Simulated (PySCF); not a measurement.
C2H8BP, SMILES PB(C)C. Coordinates come from a B3LYP-D3(BJ)/def2-SVP optimisation. One conformer was computed; it need not be the lowest.

Question: Give the equilibrium geometry at B3LYP-D3(BJ)/def2-SVP (PySCF confirms it by a frequency run) as bond lengths and angles. (The exact figures need the calculation; the answer reports its results.)

Answer: One answer among several that fit: 
Atoms: B1 C2 H3 H4 H5 C6 H7 H8 H9 P10 H11 H12. Bond lengths (Å): B1–C2 1.574, B1–C6 1.574, B1–P10 1.912, C2–H3 1.105, C2–H4 1.108, C2–H5 1.100, C6–H7 1.109, C6–H8 1.101, C6–H9 1.103, P10–H11 1.423, P10–H12 1.423. Angles (°): C2–B1–C6 120.3, C2–B1–P10 119.8, C6–B1–P10 119.6, B1–C2–H3 110.8, B1–C2–H4 107.7, B1–C2–H5 116.0, H3–C2–H4 105.3, H3–C2–H5 108.8, H4–C2–H5 107.6, B1–C6–H7 106.1, B1–C6–H8 115.3, B1–C6–H9 113.1, H7–C6–H8 106.5, H7–C6–H9 106.0, H8–C6–H9 109.3, B1–P10–H11 101.2, B1–P10–H12 101.1, H11–P10–H12 97.9.
Charge 0, spin multiplicity 1.
